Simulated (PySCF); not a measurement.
Compound: C₃H₁₀BN.
SMILES with atom numbers: `[CH3:1][CH2:2][BH:3][NH:4][CH3:5]` (hydrogens: H6, H7, H8 on C1; H9, H10 on C2; H11 on B3; H12 on N4; H13, H14, H15 on C5)

Computed by this run: PBE0-D3(BJ)/def2-SVP geometry optimisation, gas phase in PySCF 2.14.0; density fitting, grid level 1; the optimiser is geomeTRIC in internal coordinates, started from a GFN2-xTB structure with every atom displaced at random (about 0.01 Å).

Step 0: E = -5431.0641 eV
```
atom  x, y, z in Å  |  force x, y, z in eV/Å
C1     -2.3093   -0.4058   -0.3040   -0.748   1.880  -0.238
C2     -1.2622    0.6983   -0.1270    0.311  -0.556   0.699
B3      0.1362    0.2548   -0.7202    0.793   0.384   2.371
N4      1.2632    0.0962    0.1373   -2.110   0.471  -0.157
C5      2.5728   -0.3183   -0.2010   -0.024   0.633   0.560
H6     -3.3010   -0.0312    0.0479    0.335  -0.396  -0.127
H7     -2.0506   -1.2808    0.2437    0.244  -1.160   0.599
H8     -2.4074   -0.6384   -1.3625   -0.119  -0.342  -0.386
H9     -1.1987    0.9564    0.9581    0.113  -0.039  -0.375
H10    -1.6053    1.6016   -0.6265   -0.159   0.453  -0.319
H11     0.2939    0.0421   -1.8474    0.166  -0.295  -1.462
H12     1.1248    0.2627    1.1376    0.010  -0.017  -0.381
H13     2.7956   -1.2533    0.2763    0.497  -1.002   0.330
H14     2.6452   -0.4255   -1.2615    0.222  -0.167  -1.083
H15     3.2977    0.4238    0.1413    0.468   0.153  -0.030
```

Step 1: E = -5431.2303 eV
```
atom  x, y, z in Å  |  force x, y, z in eV/Å
C1     -2.2618   -0.3931   -0.2903    0.149  -0.264   0.131
C2     -1.2745    0.7659   -0.1391   -0.076   0.181  -0.024
B3      0.1512    0.3707   -0.6899   -0.197  -0.370  -0.200
N4      1.1957    0.0456    0.1689    0.238   0.107   0.031
C5      2.5346   -0.3514   -0.1903    0.009  -0.095  -0.068
H6     -3.2717   -0.1314    0.0575   -0.060   0.032   0.024
H7     -1.9293   -1.2744    0.2979   -0.111   0.184  -0.170
H8     -2.3480   -0.7166   -1.3397    0.007  -0.014  -0.005
H9     -1.2262    1.0700    0.9213    0.011   0.019   0.036
H10    -1.6650    1.6431   -0.6903    0.069  -0.061   0.029
H11     0.3294    0.1911   -1.8879    0.046   0.159   0.155
H12     1.0533    0.1436    1.1693   -0.022   0.034  -0.004
H13     2.8336   -1.3013    0.2929   -0.068   0.082  -0.058
H14     2.5927   -0.4907   -1.2821   -0.003   0.012   0.133
H15     3.2809    0.4110    0.0938    0.008  -0.005  -0.008
```

Q: Estimate the geometry and energy of step 2. (The exact step hangs on the optimiser's Hessian estimate; all steps are aligned on step 1, rigid shifts and turns removed.)

A: E = -5431.2425 eV, largest force 0.175 eV/Å
```
atom  x, y, z in Å  |  force x, y, z in eV/Å
C1     -2.2849   -0.3935   -0.3005    0.003  -0.023   0.031
C2     -1.2815    0.7512   -0.1273    0.035  -0.021   0.097
B3      0.1468    0.3394   -0.6638   -0.009  -0.087  -0.152
N4      1.2181    0.0511    0.1793   -0.010   0.136   0.054
C5      2.5510   -0.3457   -0.1976   -0.022  -0.031  -0.007
H6     -3.2974   -0.1129    0.0319    0.002   0.003  -0.009
H7     -1.9854   -1.2821    0.2806   -0.014   0.027  -0.021
H8     -2.3588   -0.7093   -1.3534    0.000   0.009  -0.005
H9     -1.2420    1.0549    0.9349   -0.012  -0.015   0.002
H10    -1.6460    1.6336   -0.6828    0.044  -0.006  -0.015
H11     0.3363    0.1936   -1.8583    0.001   0.009   0.015
H12     1.0926    0.1716    1.1795   -0.007  -0.009   0.008
H13     2.8572   -1.2817    0.3006   -0.006   0.001  -0.014
H14     2.5873   -0.5123   -1.2829    0.001   0.007   0.008
H15     3.3018    0.4244    0.0518   -0.005   0.000   0.007
```

The energy changes by -0.0122 eV. The first-order estimate −F·Δx gives -0.0228 eV and the mean of the old and new forces, exact on a quadratic surface, -0.0124 eV. The step makes an angle of 77° with the force vector and moves no atom by more than 0.059 Å.

What follows is the cost of the whole optimisation. Hardware: one thread of an Arm Neoverse V1 (shared host). Cost: 58 s wall, 0.50 GiB resident at most.
